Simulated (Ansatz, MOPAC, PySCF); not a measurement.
Complex: aminoborane (SMILES BN) (first 6 atoms) with aminoborane (SMILES BN); geometry from B3LYP-D3(BJ)/def2-TZVP, rigid monomers moved along the line of their centres of mass till H5···N8 is 2.81 Å.
(charge 0, multiplicity 1):
```xyz
12

B     -0.78388     0.35518    -0.29068
N      0.43003    -0.19948     0.07792
H     -1.08857     0.40513    -1.44203
H     -1.50936     0.78107     0.56006
H      0.73146    -0.26955     1.03819
H      1.08552    -0.57989    -0.58495
B      0.25964    -0.71776     4.36736
N     -0.00262     0.44495     3.65367
H     -0.45141    -1.66218     4.21351
H      1.19925    -0.74645     5.10132
H      0.54032     1.28763     3.75396
H     -0.79253     0.55470     3.03607
```

Interaction energies are E(AB) − E(A) − E(B) at the monomers' geometry in the complex; basis-set methods are counterpoise corrected. Rows marked so take none.

Rows in 6-31G* carry no dispersion term and start afresh at each structure (6-31G* with six Cartesian d functions). The state reached by AM1 isn't checked.

Programs: Ansatz (a program for electronic structure) with Gaussian orbitals; MOPAC for AM1 (differences of heats of formation); PySCF for 6-31G* rows, the dispersion terms. Each number belongs to the level named beside it.

Q: One of these levels gives -7.5 kJ/mol for the interaction energy. Which?
(A) PBE-D3(BJ)/def2-TZVPPD
(B) HF/6-31G* (no counterpoise)
(C) AM1

A: B, HF/6-31G* (no counterpoise). The others give -2.3 (AM1), -11.2 (PBE-D3(BJ)/def2-TZVPPD)
